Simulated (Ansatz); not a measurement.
C₇H₁₂ClFN₂Zr (`C[N](C)[Zr]1234([NH2])([Cl])[C@@H]5[C@H]1[C@H]2[C@@]3(F)[C@@H]54`), relaxed with RKS PBE0-D4/def2-TZVP in Ansatz from a GFN2-xTB geometry. The force threshold is 0.005 eV/Å; the program also tests the step.

Total charge 0; spin multiplicity 1. Zr: def2 effective core potential.

Start:

```xyz
24

C     1.609   -1.883   -0.092
N     1.415   -0.612   -0.764
C     1.431   -0.764   -2.209
Zr    0.200    0.755    0.010
N     1.256    1.267    1.646
Cl    0.526    2.625   -1.323
C    -1.713    0.015    1.789
C    -2.045    1.339    1.451
C    -2.186    1.433    0.052
C    -1.989    0.129   -0.443
F    -1.586   -0.114   -1.769
C    -1.629   -0.749    0.605
H     0.850   -2.631   -0.399
H     1.555   -1.733    0.995
H     2.597   -2.307   -0.337
H     2.400   -1.164   -2.548
H     1.279    0.215   -2.684
H     0.644   -1.462   -2.558
H     1.022    2.184    2.043
H     2.278    1.236    1.591
H    -1.639   -0.378    2.792
H    -2.273    2.127    2.155
H    -2.498    2.294   -0.527
H    -1.503   -1.822    0.522
```

```tsv
step	energy (eV)	largest force (eV/Å)	largest move (Å)
1	-26945.0512	1.579	0.000
2	-26945.5737	1.229	0.195
3	-26945.8237	0.950	0.196
4	-26945.8639	2.700	0.195
5	-26946.0371	1.203	0.195
6	-26946.0946	0.394	0.200
7	-26946.1063	0.513	0.194
8 (rejected)	-26946.0943	0.595	0.189
9	-26946.1166	0.292	0.091
10	-26946.1240	0.105	0.100
11	-26946.1303	0.109	0.147
12	-26946.1337	0.212	0.155
13	-26946.1391	0.161	0.050
14	-26946.1450	0.220	0.098
15	-26946.1480	0.377	0.196
16	-26946.1518	0.084	0.021
17	-26946.1531	0.097	0.029
18	-26946.1540	0.051	0.059
19	-26946.1542	0.020	0.047
20	-26946.1544	0.008	0.009
21	-26946.1545	0.009	0.011
22	-26946.1546	0.008	0.015
23	-26946.1546	0.009	0.017
24	-26946.1547	0.007	0.009
25	-26946.1547	0.005	0.005
```

End:

```xyz
24

C     2.141   -1.696    0.007
N     1.299   -0.731   -0.649
C     1.016   -1.082   -2.021
Zr    0.245    0.839    0.083
N     1.153    1.190    1.863
Cl    0.751    2.639   -1.433
C    -1.671   -0.002    1.464
C    -1.927    1.376    1.312
C    -2.198    1.634   -0.048
C    -2.133    0.394   -0.706
F    -2.343    0.212   -2.008
C    -1.797   -0.625    0.198
H     1.682   -2.697    0.021
H     2.331   -1.397    1.039
H     3.108   -1.792   -0.506
H     1.935   -1.115   -2.622
H     0.358   -0.344   -2.495
H     0.524   -2.064   -2.102
H     0.792    1.281    2.800
H     2.133    1.454    1.866
H    -1.423   -0.507    2.386
H    -1.891    2.120    2.094
H    -2.405    2.586   -0.510
H    -1.680   -1.672   -0.034
```

It took 3.2 min on 11 threads of an AMD EPYC 7R13 on a shared host and a whole NVIDIA H100 80 GB, with 1.6 GiB of host memory at the peak.
